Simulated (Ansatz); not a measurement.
Cl$_{2}$I$_{2}$Ti, SMILES `[Cl][Ti]([Cl])([I])[I]` at its PBE0-D4/def2-TZVP geometry, where that method's forces vanish. The species carries charge 0 and has multiplicity 1. I takes the def2 core potential.

```xyz
5

Cl    2.0016   -0.9318   -0.2043
Ti    0.0192   -0.0937   -0.0096
Cl   -1.4697   -1.6590   -0.0615
I    -0.1528    1.1578    2.1815
I    -0.3983    1.5267   -1.9062
```

Task: What forces (eV/Å) does PBE-D4/def2-TZVPP give on these atoms in the Gaussian-basis code of Ansatz? (An estimate is asked.)

Result: Computed: 
```
Cl1  0.378 -0.161 -0.037
Ti2 -0.028  0.138  0.014
Cl3 -0.283 -0.299 -0.010
I4  -0.019  0.140  0.245
I5  -0.047  0.181 -0.212
```
